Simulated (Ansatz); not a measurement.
C2H8SSi (`[SiH3]CCS`), relaxed with RKS PBE-D4/def2-SVP in Ansatz 0.2.0 from a rough embedded geometry. The force threshold is 0.03 eV/Å; the program also tests the step.

Charge 0, multiplicity 1.

Start:

```xyz
12

Si   -1.217   -0.713    1.008
C    -0.239    0.506    0.024
C     0.846   -0.140   -0.799
S     1.737    1.003   -1.824
H    -0.324   -1.416    2.003
H    -2.269    0.046    1.864
H    -1.924   -1.701    0.179
H    -0.942    1.006   -0.624
H     0.172    1.238    0.682
H     1.546   -0.692   -0.210
H     0.386   -0.879   -1.524
H     2.229    1.740   -0.779
```

By how much does the energy fall, and how many steps does the optimiser take? (Best estimate.)

The calculation gave: 22.19 kJ/mol, in 5 steps, 1 of them rejected.

Which bonds change most? (Best estimate.)

Computed: C3–S4 from 1.775 to 1.840 Å; Si1–C2 from 1.847 to 1.904 Å; Si1–H6 from 1.554 to 1.505 Å; C2–H9 from 1.066 to 1.113 Å.

Give the relaxed structure. (Estimate.)

The calculation gave: 
```xyz
12

Si   -1.267   -0.727    1.069
C    -0.257    0.512    0.034
C     0.847   -0.136   -0.802
S     1.764    1.023   -1.899
H    -0.367   -1.478    2.016
H    -2.314    0.000    1.868
H    -1.947   -1.730    0.175
H    -0.954    1.074   -0.623
H     0.178    1.261    0.732
H     1.574   -0.681   -0.165
H     0.427   -0.884   -1.508
H     2.316    1.765   -0.897
```
